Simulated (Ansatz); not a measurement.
PtAu3⁻, relaxed as a singlet with RKS PBE-D4/def2-SVPD in Ansatz, starting from the GFN1-xTB geometry. Force threshold 0.02 eV/Å.

In the def2 sets Au, Pt take a core potential; there is no spin–orbit coupling. The structure comes from a short search, and lower isomers may exist.

Start:

```xyz
4

Pt   -1.4002    0.3347    0.2094
Au    0.8467    1.4075    0.6644
Au    0.3747   -0.0786   -1.6696
Au    0.1788   -1.6637    0.7958
```

| step | energy (eV) | largest force component (eV/Å) | SCF passes |
| --- | --- | --- | --- |
| 1 | -14335.7478 | 1.071 | 49 |
| 2 | -14336.0238 | 0.501 | 39 |
| 3 | -14336.1693 | 0.393 | 33 |
| 4 | -14336.3086 | 0.371 | 33 |
| 5 | -14336.4475 | 0.397 | 38 |
| 6 | -14336.5917 | 0.442 | 38 |
| 7 | -14336.7384 | 0.424 | 37 |
| 8 | -14336.8667 | 0.377 | 31 |
| 9 | -14336.9659 | 0.209 | 30 |
| 10 | -14337.0142 | 0.109 | 30 |
| 11 | -14337.0215 | 0.081 | 30 |
| 12 | -14337.0228 | 0.043 | 25 |
| 13 | -14337.0230 | 0.003 | 25 |

Force components are those of the run's own axes.

End:

```xyz
4

Pt   -0.161   -0.318    0.334
Au    0.458    2.242    0.316
Au    0.648    0.632   -1.953
Au   -0.945   -2.556    1.302
```

Bonds lost: Au2–Au4, Au3–Au4 (atoms count from 1).

No frequencies were taken in this run, so the end may be a saddle point.

Hardware: 2 threads of AMD EPYC 7R43 on a shared host. Wall time 35 s.
